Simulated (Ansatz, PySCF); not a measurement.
System: SiCl₂, charge 0, multiplicity 1. 
Geometry from a B3LYP-D3(BJ)/def2-TZVP (Ansatz, a program for electronic structure) optimisation:
```xyz
3

Si    -0.0165     0.0173     0.9364
Cl     1.0611     1.2272    -0.3899
Cl    -1.0475    -1.2415    -0.3813
```

Dipole moments at this geometry, in debye (magnitudes).

```
level                    program  dipole (D)
-----------------------  -------  ----------
SVWN5/def2-TZVPD           PySCF        0.91
BLYP/def2-TZVPD           Ansatz           …
revPBE/def2-TZVPD         Ansatz        0.86
BP86/def2-TZVPD            PySCF        0.90
B97M-V/def2-TZVPD         Ansatz        0.94
B3LYP/def2-TZVPD          Ansatz        1.07
r2SCANh/def2-TZVPD        Ansatz        0.89
HSE06/def2-TZVPD          Ansatz        0.98
CAM-B3LYP/def2-TZVPD      Ansatz        1.11
CCSD(T)/aug-cc-pV(D+d)Z   Ansatz           …
```

Problem. Some entries are withheld; supply them.

Solution. 
- BLYP/def2-TZVPD, dipole (D): 0.98
- CCSD(T)/aug-cc-pV(D+d)Z, dipole (D): 1.06
